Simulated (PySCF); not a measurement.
Geometries of 2 isomers of CH8AsNSi, from PBE0-D3(BJ)/def2-SVP geometry optimisation, gas phase in PySCF 2.14.0. One conformer each, no zero-point energy, no frequencies.

Question: Which isomer lies lower at this level?
A.
```xyz
12
angstrom
C      1.739    0.550    0.312
As     0.909   -1.210    0.704
Si    -1.095   -0.789   -0.479
N     -2.051    0.295    0.481
H      2.819    0.481    0.506
H      1.578    0.880   -0.724
H      1.319    1.296    1.001
H      1.503   -1.923   -0.511
H     -1.881   -2.049   -0.646
H     -0.739   -0.294   -1.857
H     -3.024    0.444    0.233
H     -1.638    1.162    0.808
```
B.
```xyz
12
angstrom
C     -1.253    1.174    0.185
N     -1.213   -0.248   -0.058
Si     0.211   -1.091   -0.558
As     1.921   -1.138    1.108
H     -0.951    1.469    1.210
H     -2.262    1.582    0.005
H     -0.575    1.691   -0.513
H     -1.916   -0.776    0.447
H     -0.182   -2.508   -0.826
H      0.737   -0.442   -1.799
H      2.969   -1.612    0.103
H      2.266    0.328    0.860
```

Answer: A. That is `C[AsH][SiH2]N`, 6.3 kcal/mol below the other.

| SMILES | atoms numbered as above | E (Eh) | relative (kcal/mol) | relative (kJ/mol) | dipole (D) |
| --- | --- | --- | --- | --- | --- |
| C[AsH][SiH2]N | [CH3:1][AsH:2][SiH2:3][NH2:4] | -2622.12341 | 0.0 | 0.0 | 2.02 |
| CN[SiH2][AsH2] | [CH3:1][NH:2][SiH2:3][AsH2:4] | -2622.11338 | 6.3 | 26.3 | 1.38 |
